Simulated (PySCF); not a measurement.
C₇H₁₁Cl.
Atom-mapped SMILES: `[CH2:1]=[CH:2][CH2:3]/[C:4](=[CH:5]\[Cl:6])[CH2:7][CH3:8]` (hydrogens: H9, H10 on C1; H11 on C2; H12, H13 on C3; H14 on C5; H15, H16 on C7; H17, H18, H19 on C8)

Computed with PySCF at PBE0/def2-SVPD, non-relativistic, on one gas-phase PBE0-D3(BJ)/def2-SVP geometry that isn't relaxed in the solvent. The solvent is an IEF-PCM continuum (cavity from Bondi-type radii × 1.2), and excitations are vertical TDDFT with non-equilibrium linear response and a frozen core. The model holds no explicit solvent molecules, cavitation or dispersion.

Gas-phase singlets (H = HOMO, L = LUMO):

```tsv
state	E (eV)	λ (nm)	f	leading configurations
S1	5.890	210	0.185	H→L 87%, H→L+1 10%
S2	6.335	196	0.078	H-1→L 82%, H-1→L+1 8%
S3	6.444	192	0.036	H→L+3 49%, H→L+1 32%
S4	6.672	186	0.009	H→L+2 73%, H→L+3 15%
S5	6.821	182	0.171	H→L+1 45%, H→L+3 28%
```

Q: How does the list change in dichloromethane (ε = 8.93)?

A: 
```
state  E (eV)  λ (nm)      f  leading configurations  change by rank (eV)
   S1   5.884     211  0.283                 H→L 90%               -0.006
   S2   6.310     196  0.106               H-1→L 83%               -0.025
   S3   6.401     194  0.033    H→L+1 32%, H→L+3 31%               -0.043
   S4   6.730     184  0.104    H→L+2 68%, H→L+1 20%               +0.058
   S5   6.851     181  0.137    H→L+3 54%, H→L+1 27%               +0.030
```

Q: What are the lowest 5 singlets in methanol (ε = 32.61)?

A: 
```tsv
state	E (eV)	λ (nm)	f	leading configurations	change by rank (eV)
S1	5.900	210	0.261	H→L 90%, H→L+1 8%	+0.010
S2	6.318	196	0.103	H-1→L 82%	-0.017
S3	6.400	194	0.029	H→L+2 33%, H→L+1 31%	-0.044
S4	6.743	184	0.109	H→L+2 61%, H→L+1 21%	+0.071
S5	6.871	180	0.132	H→L+3 58%, H→L+1 27%	+0.050
```

Q: How do the frontier levels move from gas to methanol?

A: 
```json
{"orbital": "LUMO+2", "gas (eV)": "0.68", "solvent (eV)": "0.85", "change (eV)": "+0.17", "Löwdin shares, gas": "C8 17 %, C1 9 %, C7 8 %, H17 7 %", "Löwdin shares, solvent": "Cl6 43 %, C5 15 %, C2 6 %, H12 5 %"}
{"orbital": "LUMO+1", "gas (eV)": "0.54", "solvent (eV)": "0.59", "change (eV)": "+0.05", "Löwdin shares, gas": "C1 18 %, C2 18 %, C4 14 %, C5 12 %", "Löwdin shares, solvent": "C1 17 %, C2 17 %, Cl6 16 %, C4 14 %"}
{"orbital": "LUMO", "gas (eV)": "-0.36", "solvent (eV)": "-0.29", "change (eV)": "+0.07", "Löwdin shares, gas": "C5 19 %, C4 17 %, C2 16 %, C1 15 %", "Löwdin shares, solvent": "C5 19 %, C4 17 %, C2 16 %, C1 16 %"}
{"orbital": "HOMO", "gas (eV)": "-7.00", "solvent (eV)": "-6.99", "change (eV)": "+0.01", "Löwdin shares, gas": "C5 28 %, Cl6 26 %, C4 26 %, C7 4 %", "Löwdin shares, solvent": "C5 29 %, C4 26 %, Cl6 24 %, C7 4 %"}
{"orbital": "HOMO-1", "gas (eV)": "-7.62", "solvent (eV)": "-7.56", "change (eV)": "+0.06", "Löwdin shares, gas": "C1 36 %, C2 33 %, C3 8 %", "Löwdin shares, solvent": "C1 36 %, C2 33 %, C3 8 %"}
{"orbital": "HOMO-2", "gas (eV)": "-8.87", "solvent (eV)": "-8.97", "change (eV)": "-0.10", "Löwdin shares, gas": "Cl6 76 %, C5 10 %", "Löwdin shares, solvent": "Cl6 74 %, C5 11 %"}
{"orbital": "HOMO-3", "gas (eV)": "-9.69", "solvent (eV)": "-9.45", "change (eV)": "+0.24", "Löwdin shares, gas": "C7 21 %, C8 20 %, H15 9 %, H16 9 %", "Löwdin shares, solvent": "C7 22 %, C8 22 %, H16 10 %, H17 10 %"}
```

The HOMO–LUMO gap goes from 6.64 to 6.70 eV. Rows go by rank; for LUMO+1 and LUMO+2 the atom shares or the degeneracy differ between the runs, so the row needn't follow one orbital.

Cost: about 2.1 min of CPU time on one thread; the machine was shared, so the figure is rough. This is the whole response run at PBE0/def2-SVPD in methanol, SCF included.

The values belong to the conformer `[CH2:1]=[CH:2][CH2:3]/[C:4](=[CH:5]\[Cl:6])[CH2:7][CH3:8]`: C1–C2–C3–C4 113°, C2–C3–C4–C5 100°, C3–C4–C7–C8 -71°.
